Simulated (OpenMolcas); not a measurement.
Cr2+ (d4) among equal point charges was computed by CASSCF with the d shell active (OpenMolcas, ANO-RCC-VDZP on the metal). Its lowest spin-free states, and all those of the highest spin:

```csv
2S+1,Degeneracy,E (cm-1)
5,1,0.0
5,1,9259
3,2,12424
5,1,13231
3,1,16535
5,2,18560
3,1,20123
3,1,21069
1,1,21103
1,2,21956
3,1,22150
3,2,22860
```

Question: Is the site octahedral, tetrahedral or cube-like, axial, or of lower symmetry?

Answer: The states with 2S+1 = 5 have orbital degeneracies 1, 1, 1, 2. There are pairs but no triples, so the site is axial: not cubic, but with a proper or improper axis of order three or more. The run had Cr2+ among 6 point charges of -2.2 e arranged as a tetragonal octahedron (D4h), 1.75 Å from the ion, with the axial distance 2.012 Å. The active orbitals were held to one l.

Without dynamic correlation the repulsion within the d shell is too large (B by tens of per cent), so at a given field states of lower spin stand too high. This is an electrostatic model: the charges have no orbitals. No measured value stands beside these numbers.
